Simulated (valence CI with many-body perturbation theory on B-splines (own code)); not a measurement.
Values are calculated unless marked as measured or tabulated.
# La²⁶⁺: what each term of the Hamiltonian does

Method: relativistic CI+MBPT: three valence electrons over a frozen Dirac-Fock core [Ar] 3d10, a basis of 11 s, 11 p, 9 d, 7 f, 5 g, 2 h, 1 i functions for each j, with the one-electron correlation potential Σ1 (screened to all orders), the two-electron term Σ2, the three-electron term Σ3, Breit, model QED; selected single and double excitations, second order for the rest (own B-spline code, finite nucleus).

No measured spectrum was set against this ion. As an estimate, large intervals hold to a few tenths of a per cent, small ones and those within an open d or f shell to about a per cent.

Each rung adds one term. CI alone is the Dirac-Coulomb CI over the frozen core; QED comes last and gives the full result, which names the levels. Energies are above (4s^2 4p1/2) J=1/2 on the same rung, in eV.

Levels are named by their leading jj configuration (3d3/2^4 stands for four electrons in 3d with j = 3/2), which in mixed levels can hold well under half, so a name can repeat and another be missing. Letters in brackets count levels of one name in rising energy.

```csv
Level,CI alone,+ Σ1,+ Σ2,+ Σ3,+ Breit,Full
(4s^2 4p3/2) J=3/2,23.66,23.79,23.84,23.84,23.53,23.57
(4s 4p1/2^2) J=1/2,55.99,55.97,56.23,56.23,56.50,56.10
(4s 4p1/2 4p3/2) J=3/2 [a],72.55,72.64,73.13,73.14,73.13,72.76
(4s 4p1/2 4p3/2) J=5/2,77.68,77.79,78.12,78.13,78.08,77.72
(4s 4p1/2 4p3/2) J=3/2 [b],85.90,86.01,85.98,85.98,85.93,85.58
(4s 4p1/2 4p3/2) J=1/2,90.09,90.19,89.54,89.54,89.55,89.18
(4s 4p3/2^2) J=5/2,99.75,99.97,100.33,100.34,100.01,99.70
(4s 4p3/2^2) J=1/2,113.49,113.72,113.42,113.41,113.11,112.78
(4s 4p3/2^2) J=3/2,114.51,114.72,114.07,114.07,113.75,113.44
(4s^2 4d3/2) J=3/2,127.42,127.49,126.76,126.76,126.29,126.23
(4s^2 4d5/2) J=5/2,131.56,131.67,131.00,131.00,130.39,130.37
(4p1/2^2 4p3/2) J=3/2,145.07,145.14,144.86,144.87,145.12,144.37
(4p1/2 4p3/2^2) J=3/2,163.57,163.75,163.68,163.69,163.64,162.94
(4p1/2 4p3/2^2) J=5/2,163.99,164.15,164.38,164.39,164.29,163.62
(4s 4p1/2 4d3/2) J=3/2 [a],169.42,169.44,169.79,169.81,169.62,169.18
(4p1/2 4p3/2^2) J=1/2,173.05,173.25,172.94,172.94,172.89,172.17
(4s 4p1/2 4d3/2) J=5/2,173.40,173.43,173.69,173.71,173.46,173.03
(4s 4p1/2 4d5/2) J=7/2,180.32,180.40,180.60,180.62,180.22,179.82
(4s 4p1/2 4d5/2) J=5/2 [a],180.88,180.94,180.75,180.76,180.45,180.03
(4s 4p1/2 4d3/2) J=3/2 [b],181.31,181.35,181.07,181.08,180.82,180.40
(4s 4p1/2 4d3/2) J=1/2,181.72,181.75,181.36,181.37,181.15,180.73
(4s 4p1/2 4d5/2) J=5/2 [b],189.25,189.32,189.05,189.04,188.73,188.30
(4p3/2^3) J=3/2,190.55,190.84,190.81,190.82,190.44,189.82
(4s 4p1/2 4d5/2) J=3/2,192.44,192.54,191.99,191.98,191.69,191.23
(4s 4p3/2 4d5/2) J=9/2,196.20,196.39,196.90,196.92,196.25,195.89
(4s 4p3/2 4d3/2) J=1/2 [a],198.99,199.13,199.10,199.11,198.61,198.23
(4s 4p3/2 4d3/2) J=5/2 [a],199.17,199.31,199.16,199.17,198.66,198.27
(4s 4p3/2 4d3/2) J=3/2 [a],199.69,199.83,199.71,199.72,199.20,198.82
(4s 4p3/2 4d3/2) J=7/2,199.84,199.99,199.88,199.89,199.32,198.94
(4s 4p3/2 4d5/2) J=5/2 [a],204.84,205.03,204.91,204.92,204.29,203.91
(4s 4p3/2 4d5/2) J=3/2 [a],207.37,207.52,206.87,206.87,206.36,205.97
```

Task: How does the ionisation energy move along the ladder, and which term matters most?

Result: CI alone 906.10, + Σ1 907.67, + Σ2 907.51, + Σ3 907.47, + Breit 906.66, + QED 906.69 eV. The largest step is Σ1, 1.57 eV. NIST lists 906 ± 4 eV (theoretical).
